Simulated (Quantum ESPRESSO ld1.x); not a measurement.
Results of a calculation; reference values are marked as such.
Task: The mean radii <r> (bohr) of the occupied orbitals of an atom or ion are listed with their occupations. Code: ld1.x of Quantum ESPRESSO 7.5. Model: non-relativistic Kohn-Sham, LDA (Slater exchange, Gunnarsson-Lundqvist correlation), spin-unpolarised, spherical densities, point nucleus.

| orbital | occ. | <r> |
|---|---|---|
| 1s | 2 | 0.2305 |
| 2s | 2 | 1.108 |

Name the element and its charge.

Result: Z = 7, nitrogen, charge +3: N3+ in [He] 2s2. The 1s radius gives Z: for a bare nucleus <r> = 1.5/Z, 0.2143 bohr for Z = 7, and screening makes it slightly larger (0.2305 here). The occupations add up to 4, and the charge is Z minus that.
